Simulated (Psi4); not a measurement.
Pair of molecules, SMILES O with SMILES [SiH3]Cl, pulled apart as rigid monomers along the line of their centres of mass from the B3LYP-D3(BJ)/def2-TZVP minimum (SMILES order as in the coordinates).
Starting geometry (charge 0, multiplicity 1):
```xyz
8

O      0.096    -0.381     0.076
H      0.785    -0.954    -0.277
H      0.566     0.326     0.534
Si    -0.450    -0.941     3.207
Cl     0.933     0.614     3.126
H     -0.712    -1.185     4.640
H      0.152    -2.137     2.593
H     -1.680    -0.518     2.520
```

Computed with SAPT0/jun-cc-pV(D+d)Z (Psi4 1.11).

| O1···Si4 (Å) | electrostatics (kcal/mol) | exchange (kcal/mol) | induction (kcal/mol) | dispersion (kcal/mol) | total |
|---|---|---|---|---|---|
| 2.92 | -10.46 | 15.56 | -2.76 | -2.98 | -0.63 |
| 3.23 | -5.28 | 5.64 | -1.08 | (withheld) | -2.35 |
| 3.69 | -2.30 | 1.18 | -0.30 | -0.70 | -2.12 |
| 4.47 | -0.89 | 0.08 | -0.06 | -0.20 | -1.06 |
| 5.73 | -0.34 | 0.00 | (withheld) | -0.04 | -0.39 |

Fill in the missing entries.


- 5.73, induction (kcal/mol): -0.01
- 3.23, dispersion (kcal/mol): -1.63
